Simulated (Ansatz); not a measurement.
The first iterations of a band of CH7AsBN (11 atoms, charge 0, multiplicity 1).

All numbers below come from Ansatz, RKS BHLYP-D4/def2-mTZVP.

| Item | Value |
| --- | --- |
| movable images | 5 |
| climbing image | yes |
| spring | 5.0 eV/Å² |
| optimiser | quadratic models (default) |
| start path | through a guess of the saddle point |
| force threshold | 0.05 eV/Å |
| iteration limit | 60 |
| end points | relaxed |

First end point:

```xyz
11
Properties=species:S:1:pos:R:3
B -0.775 1.796 0.347
C -0.420 0.304 0.572
N 0.033 -0.423 -0.600
As 0.499 -2.191 -0.354
H -0.526 2.352 -0.668
H -1.270 2.404 1.235
H 0.304 0.304 1.406
H -1.290 -0.200 0.994
H 0.695 0.109 -1.135
H 0.839 -2.459 -1.806
H 1.976 -2.053 0.029
```

Last end point:

```xyz
11
Properties=species:S:1:pos:R:3
B -0.967 1.534 0.769
C 0.190 0.711 0.550
N 0.241 -0.141 -0.664
As -0.032 -2.014 -0.216
H -1.853 1.518 -0.046
H -1.074 2.230 1.725
H 1.070 0.560 1.150
H -0.529 0.165 -1.244
H 1.087 -0.011 -1.203
H 0.714 -2.574 -1.429
H 1.218 -2.036 0.630
```

| iteration | highest image above the first end (eV) | largest band force component (eV/Å) |
| --- | --- | --- |
| 1 | 3.995 | 5.267 |
| 2 | 2.947 | 2.455 |
| 3 | 2.586 | 2.273 |
| 4 | 2.749 | 0.871 |
| 5 | 2.847 | 1.645 |
| 6 | 2.690 | 1.673 |
| 7 | 2.543 | 1.233 |
| 8 | 2.405 | 0.644 |
| 9 | 2.170 | 1.310 |
| 10 | 2.031 | 0.693 |
| 11 | 1.814 | 0.891 |
| 12 | 1.718 | 3.206 |
| 13 | 1.963 | 3.714 |

**Question.** Does the band converge within its limit, and where does its top end?

**Answer.** The run converged. It ended after 39 iterations with the highest image 2.519 eV above the first end. The profile has 2 maxima (images 2, 4) with wells between them (image 3): this band takes more than one step, which may be the mechanism or a detour left from its start path. Neighbouring images differ by up to 2.5 eV, so the band resolves the path poorly. A vibrational analysis at the climbing image gives one clearly imaginary mode, 1757i cm⁻¹: a first-order saddle point. The orbitals stay closed-shell, which can raise the energy where a bond breaks towards radicals; this wasn't checked here.

The run took 12 min on 2 threads of Arm Neoverse V1 (shared host), peak memory 0.27 GiB.
